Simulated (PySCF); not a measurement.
C6H7, SMILES [C]1=CCCC=C1 (connectivity only; charge and spin as stated), charge +1, multiplicity 1.

Coordinates come from a ωB97X-D3(BJ)/def2-SVP optimisation. The spin state was assumed, not searched. The isomer is the one that the SMILES or the coordinates give; other isomers of the formula were not compared. Other conformers were not sampled.

Method: TDA-PBE/def2-SVPD in PySCF.

Vertical excitations. Isolated molecule, no solvent.

| state | energy (eV) | λ (nm) | f | main pairs |
|---|---|---|---|---|
| S1 | 2.48 | 500 | 0.018 | HOMO→LUMO 95 % |
| S2 | 4.12 | 301 | 0.001 | HOMO−1→LUMO 88 % |
| S3 | 4.33 | 286 | 0.005 | HOMO−2→LUMO 73 %, HOMO→LUMO+1 21 % |
| S4 | 4.87 | 255 | 0.046 | HOMO→LUMO+1 55 %, HOMO−2→LUMO 20 % |
| S5 | 5.37 | 231 | 0.004 | HOMO−4→LUMO 86 % |
| S6 | 5.52 | 225 | 0.027 | HOMO−3→LUMO 67 %, HOMO−4→LUMO 10 % |
| S7 | 6.02 | 206 | 0.013 | HOMO−1→LUMO+1 51 %, HOMO−2→LUMO+1 45 % |
| S8 | 6.17 | 201 | 0.006 | HOMO→LUMO+2 36 %, HOMO−2→LUMO+1 35 %, HOMO−1→LUMO+1 20 % |
| S9 | 6.65 | 187 | 0.007 | HOMO−6→LUMO 48 %, HOMO→LUMO+2 20 %, HOMO−5→LUMO 14 %, HOMO−3→LUMO+1 10 % |
| S10 | 6.73 | 184 | 0.034 | HOMO−5→LUMO 51 %, HOMO−4→LUMO+1 25 %, HOMO−6→LUMO 10 % |
| T1 | 1.55 | 800 | 0 | HOMO→LUMO 99 % |
| T2 | 3.05 | 406 | 0 | HOMO→LUMO+1 93 % |
| T3 | 3.76 | 329 | 0 | HOMO−1→LUMO 72 %, HOMO−2→LUMO 22 % |
| T4 | 3.94 | 315 | 0 | HOMO−2→LUMO 74 %, HOMO−1→LUMO 25 % |
Triplets are in the Tamm–Dancoff approximation.
